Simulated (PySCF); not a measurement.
**Vibration and rotation of CaH**

UHF-CCSD(T) constants of CaH, ²Σ⁺ (doublet), unpaired electrons σ ↑ (PySCF, no relativity, basis sets Ca def2-TZVPP, H def2-TZVPP; masses 39.9626 and 1.0078 u):

- ωe: 1300.2 cm⁻¹
- ωexe: 20.7 cm⁻¹
- Be: 4.1824 cm⁻¹
- αe: 0.0949 cm⁻¹
- D (centrifugal): 0.000173 cm⁻¹
- De to Ca + H: 1.64 eV

Problem. Give the vibrational terms G(v) and spacings up to v = 6.

Solution. G(v) = ωe(v+½) − ωexe(v+½)².

```
v  G(v) (cm⁻¹)  G(v) − G(v−1)  Bv (cm⁻¹)
0          645                     4.135
1         1904           1259      4.040
2         3121           1217      3.945
3         4297           1176      3.850
4         5432           1135      3.755
5         6525           1093      3.660
6         7577           1052      3.566
```

Problem. How well does the Morse estimate ωe²/(4ωexe) reproduce De, and what is D0?

Solution. It gives 2.53 eV, 154 % of the computed De. D0 = De − G(0) = 1.64 − 0.08 = 1.56 eV.

Correlated steps freeze 5 core orbitals. The state is the lowest determinant that a PBE0 search found; another state may lie lower at other levels.
